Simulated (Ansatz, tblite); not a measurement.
Removing and adding an electron: Al₁₄N₁₄H₃₄, a nanocrystal cut from wurtzite AlN (hydrogen-capped). The state is a singlet with charge 0. Geometry: PBE-D4/def2-SVP. Ansatz, gas phase; energy differences of separate SCF runs; the oxidised species was run as a doublet alone; the reduced species was run as a doublet alone.

```xyz
62

N     3.084    2.834    0.266
Al    3.260    1.863    1.987
Al    3.894   -0.595    0.060
N     2.673    0.117    1.412
Al    1.304    2.907   -0.518
N     0.269    3.576    1.011
Al    1.838    0.416   -2.118
N     2.651   -1.151   -1.393
N     0.704    1.114   -0.750
Al    0.864    0.051    0.827
Al   -1.180    2.413    1.606
N    -0.295    0.806    2.186
Al    1.459   -2.522   -0.776
N     0.304   -1.726    0.512
Al    0.612   -2.831    2.084
Al   -1.583   -0.440    2.880
N    -0.646   -2.049    3.430
N     0.657   -0.189   -3.573
Al   -1.127    1.105   -1.368
N    -2.205    1.826    0.088
Al   -0.732   -1.480   -3.074
N     0.301   -2.959   -2.318
N    -1.691   -0.698   -1.650
Al   -1.522   -1.778   -0.072
Al   -3.584    0.618    0.687
N    -2.597   -0.909    1.313
Al   -3.514   -0.752   -2.356
N    -4.588    0.053   -0.873
H     3.478    3.785    0.352
H     3.742    2.335   -0.368
H     4.765    1.919    2.533
H     2.113    2.555    2.936
H     4.703    0.678   -0.552
H     4.718   -1.863    0.588
H     2.737   -0.568    2.191
H     1.144    3.938   -1.728
H     0.908    3.625    1.831
H    -0.063    4.541    0.860
H     2.841    1.526   -2.702
H     3.302   -1.564   -2.085
H    -2.041    3.186    2.709
H     0.324    1.118    2.958
H     2.199   -3.856   -0.290
H     2.065   -2.465    2.703
H     0.127   -4.351    1.905
H    -2.454    0.122    4.100
H    -0.124   -1.869    4.302
H    -1.329   -2.776    3.697
H     1.215   -0.522   -4.375
H     0.169    0.650   -3.936
H    -1.273    2.040   -2.674
H    -2.691    2.660   -0.285
H    -1.558   -1.945   -4.361
H     0.839   -3.461   -3.041
H    -0.384   -3.662   -1.982
H    -2.039   -3.288   -0.291
H    -4.582    1.253    1.766
H    -3.300   -1.607    1.614
H    -3.677    0.290   -3.576
H    -4.044   -2.269   -2.463
H    -5.126    0.847   -1.254
H    -5.313   -0.626   -0.592
```

The xTB rows come from tblite. Single mean-field runs in def2-SVP are fitted with def2-universal-jkfit. HOMO above LUMO, or a gap near zero within one spin, warns that the state may not be the lowest or that an electron is smeared out.

| level | −HOMO (eV) | vertical IE (eV) | −LUMO (eV) | vertical EA (eV) | HOMO–LUMO gap (eV) | IE − EA (eV) | remarks |
| --- | --- | --- | --- | --- | --- | --- | --- |
| GFN1-xTB | 8.87 | 10.56 | 4.72 | 3.23 | 4.15 | 7.33 | – |
| GFN2-xTB | 10.15 | 11.65 | 5.33 | 3.71 | 4.82 | 7.94 | – |
| PBE-D4/def2-SVP | 6.17 | – | 0.98 | -0.31 | 5.19 | – | HOMO above zero (-1 doublet), gap within one spin near zero (-1 doublet) |
| PBE0-D4/def2-SVP | 7.45 | 8.70 | 0.16 | -0.73 | 7.28 | 9.43 | HOMO above zero (-1 doublet) |

Run but left out: PBE-D4/def2-SVP (charge +1 doublet: an occupied level 0.01 eV above an empty one).   A HOMO above zero means that the electron is unbound at that level or that self-interaction error raises the level; the energy of removing that electron tells which. Raw xTB energy differences between charge states are shifted by several eV; the methods need an empirical correction for them. Sets without diffuse functions give affinities that are too small. A negative affinity means that the extra electron isn't bound; its size then hangs on the basis.
